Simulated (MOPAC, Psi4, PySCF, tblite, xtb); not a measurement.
Dimer CO2 ··· COS (SMILES O=C=O and O=C=S) at R = 3.96 Å between the centres of mass, closest contact 2.98 Å (lowest of the rigid-body minima from ten starts at GFN2-xTB). Geometry in Å and degrees:

```
6

O     -1.123     0.291     0.000
C      0.000     0.000     0.000
O      1.123    -0.291     0.000
O     -0.842     0.625     2.947
C     -1.961     0.913     2.923
S     -3.473     1.301     2.891
```

- GFN2-xTB (tblite)
- SAPT0/jun-cc-pVDZ, frozen core (Psi4)
- PBE0/def2-TZVP, counterpoise-corrected (Psi4)
- PBE0-D3(BJ)/def2-TZVP, counterpoise-corrected (Psi4)
- PBE/def2-TZVP, counterpoise-corrected (Psi4)
- PBE-D3(BJ)/def2-TZVP, counterpoise-corrected (Psi4)
- HF/aug-cc-pVDZ, counterpoise-corrected (Psi4)
- MP2/aug-cc-pVDZ = DF-MP2/aug-cc-pVDZ, frozen core, counterpoise-corrected (Psi4)
- SCS-MP2/aug-cc-pVDZ = DF-SCS-MP2/aug-cc-pVDZ, frozen core, counterpoise-corrected (Psi4)
- PM7, restricted, heats of formation (MOPAC)
- AM1, restricted, heats of formation (MOPAC)
- GFN1-xTB (xtb)
- RKS-B3LYP/6-31G* = restricted B3LYP/6-31G*, spherical d, no counterpoise correction in PySCF 2.14.0
- RKS-LDA (SVWN5)/6-31G* = PySCF with restricted LDA (SVWN5)/6-31G*, spherical d, no counterpoise correction
- RMP2/6-31G* = restricted MP2 (frozen core)/6-31G*, spherical d, no counterpoise correction (PySCF)
- RKS-BP86/6-31G* = restricted BP86/6-31G*, spherical d, no counterpoise correction (PySCF)

What interaction energy does each level give?


```
method                  E_int / kcal/mol
----------------------  ----------------
RKS-LDA (SVWN5)/6-31G*             -2.50
RMP2/6-31G*                        -1.54
GFN2-xTB                           -1.39
GFN1-xTB                           -1.22
SAPT0/jun-cc-pVDZ                  -1.13
PBE0-D3(BJ)/def2-TZVP              -1.06
PBE-D3(BJ)/def2-TZVP               -1.03
MP2/aug-cc-pVDZ                    -0.97
RKS-B3LYP/6-31G*                   -0.78
PM7                                -0.72
SCS-MP2/aug-cc-pVDZ                -0.57
PBE0/def2-TZVP                     -0.19
PBE/def2-TZVP                      -0.13
RKS-BP86/6-31G*                     0.11
HF/aug-cc-pVDZ                      0.30
AM1                                 0.64
```
